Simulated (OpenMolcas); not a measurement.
Ge⁺: RASPT2 settings compared

```yaml
Program: OpenMolcas
Basis: ANO-R3 [7s6p5d4f2g]
Scalar_Hamiltonian: X2C, finite nucleus
Active_space: 3 electrons in 9 orbitals (RAS2 4s 4p; RAS3 4d, at most 2 electrons)
State_averaging: 2S+1 = 4 odd, 1 root (0 in the spin-orbit step); 2S+1 = 2 odd, 3 roots; 2S+1 = 4 even, 3 roots; 2S+1 = 2 even, 6 roots
Spin-orbit_coupling: RASSI with atomic mean-field integrals over the reference wave functions, term energies averaged over their components
```

Methods on the same reference wave functions:
A. RASSCF
B. SS-RASPT2, IPEA 0.35 Eh, imaginary shift 0.1 Eh (closed shells correlated: none)
C. SS-RASPT2, IPEA 0.1 Eh, sigma2 regulariser 0.3 Eh (closed shells correlated: 3s 3p 3d)
D. SS-RASPT2, IPEA 0.1 Eh, imaginary shift 0.2 Eh (closed shells correlated: 3d)

Energies in cm⁻¹ above 4s² 4p ²P°_1/2, the measured ground level; measured values from NIST Handbook of Basic Atomic Spectroscopic Data.

```
         Level      A      B      C      D  Measured
4s² 4p ²P°_1/2    0.0    0.0    0.0    0.0       0.0
4s² 4p ²P°_3/2   1648   1648   1648   1648      1767
 4s 4p² ⁴P_1/2  46692  48204  51319  50872     51576
 4s 4p² ⁴P_3/2  47292  48808  51926  51479     52291
 4s 4p² ⁴P_5/2  48212  49724  52840  52394     53367
 4s 4p² ²D_3/2  65232  64582  66998  66751     65016
 4s 4p² ²D_5/2  65321  64674  67092  66844     65185
```

Deviations, from unrounded energies. A percentage is the sum of absolute deviations over the sum of measured energies, with the sign that they share, or ± where signs differ.

| Against measurement | Levels | A | B | C | D |
| --- | --- | --- | --- | --- | --- |
| mean absolute deviation (cm-1) | 6 | 2600 | 1900 | 860 | 1000 |
| fine structure of the ground term (%) | 1 | -6.8 | -6.8 | -6.8 | -6.8 |
| other configurations (%) | 5 | ±5.4 | -4.0 | ±1.8 | ±2.0 |

C lies closest to measurement on these levels and A furthest from it. The largest miss of C in the table is 4s 4p² ²D_3/2, by +2000 cm-1. The ranking rests on the paired levels alone, and a cruder setting can come out closer through cancelling errors.

Among B to D the level of the table that moves most is 4s 4p² ⁴P_3/2, by 3100 cm-1 (lowest in B, highest in C).

The lowest spin-free term lies below A's lowest term by 0.011 hartree in B, 0.882 hartree in C, 0.505 hartree in D.

Some high roots are left out of the spin-orbit mixing, which shifts the levels that they would mix with. Active for correlation alone: 4d; no level in the range computed is led by a configuration that fills it, so any true level of that kind is missing. Some terms mix strongly with configurations of 4d, whose occupation reaches 0.21 (4s 4p² ²D). Without dynamic correlation excited terms often stand tens of per cent too high (terms of higher spin than the ground term too low), and those without a measured partner can miss by more than the paired ones (holds for A). Measured partners are found by configuration, term and J. A level has none where our copy of the source lacks it or the pairing is in doubt (some pairs that miss far off the trend of their configuration count as doubtful), and it then counts in no deviation. Only configurations of the active space appear. The table leaves out levels that lie high or whose names do not pair safely across all columns.

° marks odd parity.
